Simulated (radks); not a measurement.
Results of a calculation; reference values are marked as such.
Ionisation of the praseodymium ion Pr25+, [Ar] 3d10 4s2 4p4, to [Ar] 3d10 4s2 4p3 as the strength of local exchange is varied. Code: a radial shooting solver on a logarithmic mesh with Libxc functionals. Model: scalar-relativistic Kohn-Sham, Slater X-alpha exchange (alpha = 2/3 is LDA exchange), no correlation, spin-unpolarised, spherical densities, point nucleus.

| alpha | E(Pr25+) (hartree) | exchange (hartree) | IE (eV) | -e of the level emptied (eV) | <r> of it (bohr) |
|---|---|---|---|---|---|
| 0.636 | -8925.2549 | -167.9307 | 886.48 | 867.16 (4p) | 0.5815 |
| 0.667 | -8933.4731 | -176.2401 | 888.72 | 869.42 (4p) | 0.5807 |
| 0.772 | -8961.3524 | -204.4710 | 896.35 | 877.08 (4p) | 0.5782 |
| 0.898 | -8994.8956 | -238.5229 | 905.54 | 886.33 (4p) | 0.5751 |
| 0.992 | -9019.9825 | -264.0511 | 912.43 | 893.26 (4p) | 0.5729 |
| 1.014 | -9025.8616 | -270.0411 | 914.05 | 894.88 (4p) | 0.5724 |
| 1.032 | -9030.6740 | -274.9464 | 915.37 | 896.21 (4p) | 0.5720 |
| 1.041 | -9033.0809 | -277.4005 | 916.03 | 896.88 (4p) | 0.5717 |

NIST Atomic Spectra Database: 880 +/- 4 eV (theoretical). The central value is not met in this range of alpha. Spin polarisation and multiplet splitting are left out, so open shells lie too high by an amount that depends on their filling. Spin-orbit splitting is averaged out at the scalar-relativistic level.

Beside tabulated values, note that spin-unpolarised runs miss the spin-polarisation part of the exchange energy of open shells.
